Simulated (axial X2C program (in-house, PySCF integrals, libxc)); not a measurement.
## Outer orbitals of Ge₂ at 2.381 Å, PBE0

Computed with an in-house relativistic program for diatomic molecules. Spin-free means the one-electron spin-free X2C Hamiltonian; two-component (2c) means X2C with spin–orbit coupling and atomic mean-field two-electron Coulomb and Gaunt terms, so the difference of the two also holds small scalar two-electron terms. Basis: Ge dyall-cv3z [9s9p7d4f1g] (cores contracted in-house); Gaussian nuclei, density fitting, unrestricted open shells. Masses: Ge 73.921 u.

The distance is close to the 2c PBE0 minimum; the highest filled and lowest empty levels are listed.

Spin-free orbitals, state M_S = 1, Λ = 0 (beyond evenly filled blocks: π+α, π-α) (Löwdin shares):

```csv
symmetry,occupied,ε (eV),atomic character
δ-α,yes,-32.79,100% Ge d
δ+α,yes,-32.79,100% Ge d
δ-α,yes,-32.77,100% Ge d
δ+α,yes,-32.77,100% Ge d
δ+β,yes,-32.68,100% Ge d
δ-β,yes,-32.68,100% Ge d
δ-β,yes,-32.67,100% Ge d
δ+β,yes,-32.67,100% Ge d
σα,yes,-32.65,100% Ge d
π+α,yes,-32.62,100% Ge d
π-α,yes,-32.62,100% Ge d
σβ,yes,-32.62,100% Ge d
π-β,yes,-32.56,100% Ge d
π+β,yes,-32.56,100% Ge d
π+α,yes,-32.51,100% Ge d
π-α,yes,-32.51,100% Ge d
π-β,yes,-32.45,100% Ge d
π+β,yes,-32.45,100% Ge d
σα,yes,-32.37,100% Ge d
σβ,yes,-32.34,100% Ge d
σα,yes,-15.44,"84% Ge s, 12% Ge p"
σβ,yes,-14.19,"84% Ge s, 11% Ge p, 4% Ge d"
σα,yes,-11.53,"73% Ge s, 21% Ge p, 6% Ge d"
σβ,yes,-10.69,"72% Ge s, 23% Ge p, 4% Ge d"
π+α,yes,-6.22,"95% Ge p, 5% Ge d"
π-α,yes,-6.22,"95% Ge p, 5% Ge d"
σα,yes,-5.88,"87% Ge p, 12% Ge s"
σβ,yes,-5.51,"88% Ge p, 11% Ge s"
π+β,no,-3.39,97% Ge p
π-β,no,-3.39,97% Ge p
π-α,no,-2.23,"89% Ge p, 10% Ge d"
π+α,no,-2.23,"89% Ge p, 10% Ge d"
```

Spinors with spin–orbit coupling (state Ω = 1):

```csv
ω,occupied,ε (eV),atomic character,λ mixture
5/2,yes,-32.58,100% Ge d,100% δ
5/2,yes,-32.56,100% Ge d,100% δ
-5/2,yes,-32.47,100% Ge d,100% δ
-5/2,yes,-32.46,100% Ge d,100% δ
3/2,yes,-32.42,100% Ge d,"82% π, 18% δ"
-3/2,yes,-32.38,100% Ge d,"89% π, 11% δ"
-1/2,yes,-32.36,100% Ge d,"51% π, 49% σ"
1/2,yes,-32.34,100% Ge d,"58% π, 42% σ"
3/2,yes,-32.32,100% Ge d,"88% π, 12% δ"
-3/2,yes,-32.28,100% Ge d,"92% π, 8% δ"
1/2,yes,-32.22,100% Ge d,"74% σ, 26% π"
-1/2,yes,-32.21,100% Ge d,"80% σ, 20% π"
1/2,yes,-15.44,"84% Ge s, 12% Ge p",100% σ
-1/2,yes,-14.19,"84% Ge s, 11% Ge p, 4% Ge d",100% σ
1/2,yes,-11.53,"73% Ge s, 21% Ge p, 6% Ge d",100% σ
-1/2,yes,-10.69,"72% Ge s, 23% Ge p, 4% Ge d",100% σ
-1/2,yes,-6.28,"95% Ge p, 5% Ge d",100% π
3/2,yes,-6.16,"95% Ge p, 5% Ge d",100% π
1/2,yes,-5.88,"87% Ge p, 12% Ge s",100% σ
-1/2,yes,-5.51,"88% Ge p, 11% Ge s",100% σ
1/2,no,-3.44,97% Ge p,100% π
-3/2,no,-3.34,97% Ge p,100% π
-1/2,no,-2.28,"89% Ge p, 10% Ge d",100% π
3/2,no,-2.17,"89% Ge p, 10% Ge d",100% π
```

(1) How does the gap between the highest filled and lowest empty level change from the spin-free to the 2c table?

Mulliken charges and populations of the two-component result (they depend on the basis, above all on diffuse functions):

Ge1 0.00 e (s 7.94 p 14.00 d 10.06), Ge2 0.00 e (s 7.94 p 14.00 d 10.06). ⟨Lz⟩ = 0.00 ħ and ⟨Sz⟩ = 1.00 ħ (0.50 and 0.50 on the two atoms), which add up to Ω.

The state is one determinant whose occupation by symmetry is held fixed; it was picked as the lowest of a PBE0 search that is not exhaustive. Density functionals use the spin component along the axis (collinear). PBE0 can misorder states that lie within some tenths of an eV, so this need not be the ground state of the molecule. The nearest other spin-free determinant of the search, M_S = 1, Λ = 1, lies 0.39 eV up at the distance of the search. With several unpaired electrons one determinant need not be a pure state. Open-shell Ω = 0 determinants with evenly filled partner blocks cannot be reached by this program, so the Ω shown need not be the lowest component. This is the Ω = 1 component of a π² triplet; the 0⁺ component is not one determinant and can lie lowest.

## Answers

(1) From 2.12 to 2.07 eV at PBE0, a change of -0.05 eV.
